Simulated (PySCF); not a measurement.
Zn¹⁸⁺: ionisation energy

Zn¹⁸⁺ [Ne] 3s2 (1S) → Zn¹⁹⁺ [Ne] 3s1 (2S), as a difference of total energies. All numbers are calculated (PySCF 2.14, the spin-free X2C one-electron Hamiltonian (Gaussian nucleus), in an even-tempered Gaussian basis (18 s from 1.7 bohr⁻², ratio 2.5; 11 p from 2.2 bohr⁻², ratio 2.5; 5 d from 8.7 bohr⁻², ratio 2.7; 4 f from 13 bohr⁻², ratio 2.7)). Correlated levels: outer shells: 1s2 frozen; virtual orbitals above 40 to 60 times the deepest correlated orbital energy dropped. The calculations carry no spin-orbit coupling.

```json
{"method": "UHF", "ionisation energy (eV)": "693.38"}
{"method": "LDA", "ionisation energy (eV)": "696.45"}
{"method": "PBE", "ionisation energy (eV)": "696.95"}
{"method": "PBE0", "ionisation energy (eV)": "696.33"}
{"method": "r2SCAN", "ionisation energy (eV)": "694.07"}
{"method": "BHandHLYP", "ionisation energy (eV)": "695.86"}
{"method": "PBEsol", "ionisation energy (eV)": "696.02"}
{"method": "MP2 (outer shells)", "ionisation energy (eV)": "695.91"}
{"method": "SCS-MP2 (outer shells)", "ionisation energy (eV)": "696.19"}
```

Problem. How much does correlation contribute at MP2 (outer shells)?

Solution. 695.91 − (693.38) = 2.53 eV, measured against UHF.

For comparison: 697.5 ± 0.7 eV (semi-empirical (NIST evaluation); NIST Atomic Spectra Database, ionization energies).
